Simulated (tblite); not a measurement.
cobalt atom (Co), quartet (GFN-xTB shapes and energies of metal compounds can be far from the true ones); tblite with GFN1-xTB.

The tblite input:
```
$ tblite run mol.xyz --method gfn1 --charge 0 --spin 3 --efield 0,0,0.1 --json tblite.json --no-restart

# file mol.xyz
1

Co     0.00000000     0.00000000     0.00000000
```

The log (banner, timings and long lists left out):

```
xTB calculator
 | screened Coulomb repulsion
 | Coulomb electrostatics
 |  * isotropic Klopman-Ohno-Mataga-Nishimoto electrostatics
 |  * onsite third-order electrostatics
 | DFT-D3(BJ) dispersion correction
 | Interactions (1)
 | [1] electric field

halogen bonding energy    0.0000000000000E+00 Eh
repulsion energy          0.0000000000000E+00 Eh
dispersion energy         0.0000000000000E+00 Eh
interaction energy        0.0000000000000E+00 Eh
number of electrons       9.0000000000000E+00 e
integral cutoff           3.1207804940168E+01 bohr

------------------------------------------------------------
  cycle        total energy    energy error   density error
------------------------------------------------------------
      1     -3.196060182807  -3.1960602E+00   5.9224987E-01
      2     -3.196060362322  -1.7951522E-07   3.5571215E-01
      3     -3.196060465989  -1.0366658E-07   2.1427357E-03
      4     -3.196060465994  -5.2899907E-12   1.1399257E-03
      5     -3.196060465996  -2.1911362E-12   1.0969263E-08
------------------------------------------------------------

electronic energy        -3.1960604659965E+00 Eh
total energy             -3.1960604659965E+00 Eh

Post processing:
 | Mayer-Wiberg bond orders

[Info] JSON dump of results written to 'tblite.json'
```
